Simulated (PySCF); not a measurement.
Computed shifts of a molecule C3H13NSi2, PBE/pcSseg-1 (PySCF), GIAO, gas phase, atoms alike by connectivity averaged where their shifts nearly agree, in ppm (number of nuclei): ¹³C: 36.7 (1), 36.1 (1), 14.2 (1). ¹⁵N: 58.2 (1). ²⁹Si: -52.3 (1), -67.1 (1). ¹H: 4.34 (3), 4.17 (3), 2.13 (1), 2.04 (1), 1.35 (3), 1.09 (1), 0.99 (1). References: ¹³C against TMS (σ = 182.0 ppm); ¹⁵N against NH3 (σ = 267.0 ppm); ²⁹Si against TMS (σ = 335.4 ppm); ¹H against TMS (σ = 31.49 ppm), references at their B3LYP-D3(BJ)/def2-TZVP geometries, non-relativistic. The structure is a stationary point at PBE0-D3(BJ)/def2-SVP. Other conformers were not sampled.

Question: Which molecule gave these data?
(A) C[SiH2][C@@H](C)N[SiH3]
(B) CCC(N)([SiH3])[SiH3]
(C) C[SiH2]CNC[SiH3]
(D) NC[SiH2]CC[SiH3]

Answer: B, CCC(N)([SiH3])[SiH3]
